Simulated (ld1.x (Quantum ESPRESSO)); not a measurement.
## PBEsol RRKJ dataset for thallium (Tl), scalar-relativistic all-electron reference.

The input file (ld1.x (Quantum ESPRESSO) 7.5):

```
&input
   title='Tl', zed=81., rel=1, dft='PBESOL', iswitch=3,
   config='[Xe] 4f14 5d10 5f-2 6s1.75 6p1.25',
   nld=4, rlderiv=2.70, eminld=-3.0, emaxld=5.0, deld=0.02
 /
 &inputp
   pseudotype=2, tm=.false., rho0=0.005, lloc=1,
   nlcc=.true., rcore=1.95,
   file_pseudopw='Tl.UPF', file_wfcaegen='ae.wfc', file_wfcncgen='nc.wfc', file_beta='beta', file_chi='chi'
 /
4
6S  1  0   1.75   0.00  2.20  2.20  0.0
5D  3  2  10.00   0.00  1.90  1.90  0.0
5F  4  3  -2.00   0.45  2.50  2.50  0.0
6P  2  1   1.25   0.00  2.30  2.30  0.0
 &test
   configts(1)='5d10 6s1.75 6p1.25'
 /
```

Command:

```bash
ld1.x < Tl.in > Tl.out
```

Output (shortened: banner, matrices, multipoles, cross overlaps and the repeated all-electron block are left out):

```
Program LD1 v.7.5
     --------------------------- All-electron run ----------------------------

     Tl
     scalar relativistic calculation

     atomic number is 81.00
     dft =PBESOL   lsd =0 sic =0 latt =0  beta=0.20 tr2=1.0E-14
     Exchange-correlation= PBESOL
                           (   1   4  10   8   0   0   0)
     mesh =1281 r(mesh) = 100.03807 a.u. xmin = -7.00 dx = 0.01250
     1 Ry =  13.60569312 eV, c = 137.03599908

     n l     nl                  e(Ry)          e(Ha)          e(eV)
     1 0     1S 1( 2.00)     -6292.1880     -3146.0940    -85609.5792
     2 0     2S 1( 2.00)     -1120.3569      -560.1785    -15243.2324
     2 1     2P 1( 6.00)      -963.5493      -481.7746    -13109.7555
     3 0     3S 1( 2.00)      -267.4342      -133.7171     -3638.6279
     3 1     3P 1( 6.00)      -222.3162      -111.1581     -3024.7658
     4 0     4S 1( 2.00)       -59.6915       -29.8457      -812.1441
     4 1     4P 1( 6.00)       -44.9045       -22.4522      -610.9567
     3 2     3D 1(10.00)      -175.6020       -87.8010     -2389.1872
     5 0     5S 1( 2.00)        -9.6688        -4.8344      -131.5514
     5 1     5P 1( 6.00)        -5.6299        -2.8149       -76.5984
     4 2     4D 1(10.00)       -27.5883       -13.7941      -375.3574
     4 3     4F 1(14.00)        -8.4219        -4.2109      -114.5857
     5 2     5D 1(10.00)        -1.1731        -0.5866       -15.9614
     6 0     6S 1( 1.75)        -0.7299        -0.3649        -9.9302
     6 1     6P 1( 1.25)        -0.1899        -0.0949        -2.5836

     final scf error:  7.1E-15 reached in  26 iterations

     Etot =  -40480.807901 Ry,  -20240.403950 Ha, -550769.449671 eV

     Ekin =   45607.539759 Ry,   22803.769880 Ha,  620522.190058 eV
     Encl = -100980.043407 Ry,  -50490.021703 Ha,-1373903.482142 eV
     Eh   =   15637.345471 Ry,    7818.672736 Ha,  212756.923739 eV
     Exc  =    -745.649724 Ry,    -372.824862 Ha,  -10145.081327 eV

     normalization and overlap integrals

     s(1S/1S) =  1.000000  <r> =   0.0163  <r2> =    0.0004  r(max) =   0.0100
     s(2S/2S) =  1.000000  <r> =   0.0688  <r2> =    0.0056  r(max) =   0.0582
     s(2P/2P) =  1.000000  <r> =   0.0624  <r2> =    0.0048  r(max) =   0.0482
     s(3S/3S) =  1.000000  <r> =   0.1776  <r2> =    0.0361  r(max) =   0.1642
     s(3P/3P) =  1.000000  <r> =   0.1793  <r2> =    0.0373  r(max) =   0.1642
     s(4S/4S) =  1.000000  <r> =   0.3917  <r2> =    0.1731  r(max) =   0.3699
     s(4P/4P) =  1.000000  <r> =   0.4177  <r2> =    0.1983  r(max) =   0.3889
     s(3D/3D) =  1.000000  <r> =   0.1625  <r2> =    0.0309  r(max) =   0.1327
     s(5S/5S) =  1.000000  <r> =   0.8766  <r2> =    0.8616  r(max) =   0.8030
     s(5P/5P) =  1.000000  <r> =   1.0073  <r2> =    1.1461  r(max) =   0.8986
     s(4D/4D) =  1.000000  <r> =   0.4399  <r2> =    0.2234  r(max) =   0.3938
     s(4F/4F) =  1.000000  <r> =   0.4677  <r2> =    0.2629  r(max) =   0.3563
     s(5D/5D) =  1.000000  <r> =   1.3885  <r2> =    2.2686  r(max) =   1.1113
     s(6S/6S) =  1.000000  <r> =   2.4608  <r2> =    6.9118  r(max) =   2.0762
     s(6P/6P) =  1.000000  <r> =   3.7368  <r2> =   16.4961  r(max) =   2.8736

     ------------------------ End of All-electron run ------------------------

     --------------------- Generating NC pseudopotential ---------------------

      Generating local pot.: lloc=1, matching radius rcloc =   2.3000

      Computing core charge for nlcc:

       r > 1.95 : true rho core
       r < 1.95 : rho core = a sin(br)/r    a=   0.62  b=   1.45

      Integrated core pseudo-charge :   0.97

      Wfc   6S  rcut= 2.183  Estimated cut-off energy=        9.53 Ry
      Using 4 Bessel functions for this wfc, rho(0) = 0.005
      This function has    0 nodes for 0 < r <    2.183

      Wfc   5D  rcut= 1.879  Estimated cut-off energy=       67.09 Ry
      This function has    0 nodes for 0 < r <    1.879

      Wfc   5F  rcut= 2.473  Estimated cut-off energy=       46.17 Ry
      This function has    0 nodes for 0 < r <    2.473

     ------------------- End of pseudopotential generation -------------------

     Computing logarithmic derivative in   2.71644
     Message from routine run_pseudo:
     Warning: convergence not achieved
     Computing logarithmic derivative in   2.71644
     Computing the partial wave expansion
     R is outside the sphere for l=    0 j= 0.00
       no projector for channel:   1
     R is outside the sphere for l=    2 j= 0.00
     R is outside the sphere for l=    3 j= 0.00

     ---------------------- Testing the pseudopotential ----------------------

     Tl
     scalar relativistic calculation

     atomic number is 81.00   valence charge is 13.00
     dft =PBESOL   lsd =0 sic =0 latt =0  beta=0.20 tr2=1.0E-14
     mesh =1281 r(mesh) = 100.03807 xmin = -7.00 dx = 0.01250

     n l     nl             e AE (Ry)        e PS (Ry)    De AE-PS (Ry)
     3 2     5D   1(10.00)       -1.17314       -1.17314        0.00000
     1 0     6S   1( 1.75)       -0.72986       -0.72986        0.00000
     2 1     6P   1( 1.25)       -0.18989       -0.18989       -0.00000

     eps = 4.3E-14  iter =201

     Etot =  -40480.807901 Ry,  -20240.403950 Ha, -550769.449671 eV
     Etotps =  -100.637117 Ry,     -50.318559 Ha,   -1369.237732 eV

     Ekin =      62.796417 Ry,      31.398209 Ha,     854.388782 eV
     Encl =    -170.954711 Ry,     -85.477355 Ha,   -2325.957335 eV
     Ehrt =      90.321501 Ry,      45.160751 Ha,    1228.886628 eV
     Ecxc =     -14.306249 Ry,      -7.153124 Ha,    -194.646434 eV
     (Ecc =      -0.540726 Ry,      -0.270363 Ha,      -7.356949 eV)
     Epseu=     -68.494076 Ry,     -34.247038 Ha,    -931.909373 eV

     ---------------------- End of pseudopotential test ----------------------
```

Generation and configuration tests took about 4.1 s on one core of a shared server CPU.
